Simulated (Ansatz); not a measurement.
Geometry optimisation, RHF/def2-SVP in Ansatz 0.2.0.

Input:

```yaml
crystal:
  periodic: [false, false, false]
  atoms:
    - { symbol: C, position_ang: [-0.0553, 1.8525, -0.6047] }
    - { symbol: C, position_ang: [0.6101, 0.877, 0.2641] }
    - { symbol: C, position_ang: [0.2762, -0.585, -0.119] }
    - { symbol: "N", position_ang: [1.3388, -1.4431, 0.6124] }
    - { symbol: Si, position_ang: [-1.4668, -1.1813, 0.2501] }
    - { symbol: H, position_ang: [0.2317, 2.9252, -0.3682] }
    - { symbol: H, position_ang: [0.1408, 1.7243, -1.6709] }
    - { symbol: H, position_ang: [-1.1492, 1.8839, -0.4818] }
    - { symbol: H, position_ang: [0.3695, 1.094, 1.3581] }
    - { symbol: H, position_ang: [1.6935, 1.0659, 0.1821] }
    - { symbol: H, position_ang: [0.4708, -0.7251, -1.1581] }
    - { symbol: H, position_ang: [1.2144, -2.4045, 0.2874] }
    - { symbol: H, position_ang: [2.1707, -1.1294, 0.3988] }
    - { symbol: H, position_ang: [-1.81659, -0.97469, 1.65867] }
    - { symbol: H, position_ang: [-1.5754, -2.62109, -0.03982] }
    - { symbol: H, position_ang: [-2.47544, -0.45092, -0.63434] }
basis:
  gaussian: { orbitals: def2-SVP }
hamiltonian:
  xc: hf
relax:
  f_tol: 0.015
  max_steps: 40
```

Launched with:

```bash
$ ansatz run input.yaml --threads 2 --pin off --max-ram 3072MiB --backend cpu --events-out ev --progress --plain --runs-dir out
```

**Question.** Where does it end, and by what steps?

**Answer.** The forces met the threshold. After 8 steps the energy has fallen by 0.688 eV; H14 moved furthest, 0.27 Å.

| step | energy less start (eV) | largest force component (eV/Å) | accepted |
| --- | --- | --- | --- |
| 0 | 0.0000 | 7.886 | yes |
| 1 | -0.5900 | 1.297 | yes |
| 2 | -0.6726 | 0.341 | yes |
| 3 | -0.6813 | 0.154 | yes |
| 4 | -0.6836 | 0.038 | yes |
| 5 | -0.6855 | 0.056 | yes |
| 6 | -0.6860 | 0.107 | yes |
| 7 | -0.6875 | 0.025 | yes |
| 8 | -0.6877 | 0.014 | yes |

```xyz
16
Properties=species:S:1:pos:R:3
C -0.133 1.909 -0.557
C 0.647 0.862 0.232
C 0.356 -0.594 -0.157
N 1.236 -1.470 0.611
Si -1.437 -1.142 0.211
H 0.184 2.915 -0.275
H 0.028 1.801 -1.632
H -1.208 1.846 -0.376
H 0.466 0.986 1.303
H 1.718 1.041 0.086
H 0.520 -0.684 -1.243
H 1.152 -2.430 0.329
H 2.201 -1.213 0.488
H -1.846 -0.724 1.573
H -1.510 -2.622 0.113
H -2.396 -0.573 -0.770
```

Whether the end is a true minimum wasn't checked by a vibrational analysis.

Run time: 14 s on 2 threads of Intel(R) Xeon(R) 6975P-C (Granite Rapids) (shared host), peak memory 0.3 GiB.
